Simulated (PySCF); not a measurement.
Ionisation energy of Rh⁺ by level of theory

Rh⁺ [Kr] 4d8 (3F) → Rh²⁺ [Kr] 4d7 (4F), as a difference of total energies. All numbers are calculated (PySCF 2.14, a scalar-relativistic core potential, in aug-cc-pVTZ-PP with one added diffuse shell each of s, p, d, f, g type with ECP28MDF (7s7p6d4f3g, 113 functions)). Correlated levels: valence: 4s2 4p6 frozen. The calculations carry no spin-orbit coupling.

Problem. Order these methods by the ionisation energy they give, lowest first.
A. B97-3
B. SCS-MP2 (valence)
C. BHandHLYP
D. revPBE

Solution. C (17.804 eV), B (17.890 eV), A (18.124 eV), D (18.264 eV).

The reference lies between the lowest fine-structure levels, while these numbers refer to the centres of the terms.

Errors of the correlated levels include the incompleteness of this basis and the frozen core.

For comparison: 18.08 eV (semi-empirical (NIST evaluation); NIST Atomic Spectra Database, ionization energies).
